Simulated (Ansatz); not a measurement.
## GaSiH3F2 (SMILES [F][Ga]([F])[SiH3]): the energy to break a bond

GaSiH3F2: 7 atoms, total charge 0, spin state singlet. SMILES: `[F][Ga]([F])[SiH3]`. Geometry: optimised at B3LYP/def2-SVP.

```csv
atom,x (Å),y (Å),z (Å)
F,0.3434,-1.7279,2.0531
Ga,0.7535,-0.8791,0.5692
F,2.3171,-1.4175,-0.0267
Si,-0.6395,0.7657,-0.4894
H,0.1891,1.6022,-1.3995
H,-1.2749,1.6090,0.5602
H,-1.6886,0.0477,-1.2670
```

Wanted: the dissociation energy of the H5–Si4 bond into doublet H and doublet GaSiH2F2 (shapes relaxed at B3LYP/def2-SVP, no zero-point term). 1 Eh = 2625.50 kJ/mol = 27.2114 eV. Totals in Eh; open shells run unrestricted unless said.

| level | program | GaSiH3F2 | doublet H | doublet GaSiH2F2 |
| --- | --- | --- | --- | --- |
| PBE/def2-SVP | Ansatz | -2414.788127 | -0.498629 | -2414.152155 |
| r2SCAN/def2-SVP | Ansatz | -2415.307313 | -0.499209 | -2414.670345 |
| wB97M-V/def2-SVP | Ansatz | -2415.239804 | -0.491712 | -2414.601004 |

Problem. Work out the dissociation energy at each level.

Solution. 
1. PBE/def2-SVP: (-0.498629) + (-2414.152155) − (-2414.788127) = 0.137343 Eh = 360.6 kJ/mol = 3.74 eV.
2. r2SCAN/def2-SVP: (-0.499209) + (-2414.670345) − (-2415.307313) = 0.137759 Eh = 361.7 kJ/mol = 3.75 eV.
3. wB97M-V/def2-SVP: (-0.491712) + (-2414.601004) − (-2415.239804) = 0.147088 Eh = 386.2 kJ/mol = 4.00 eV.

The levels span 361 to 386 kJ/mol; no measured value is set beside them. A bond enthalpy at 298 K also holds the loss of zero-point energy and thermal terms.
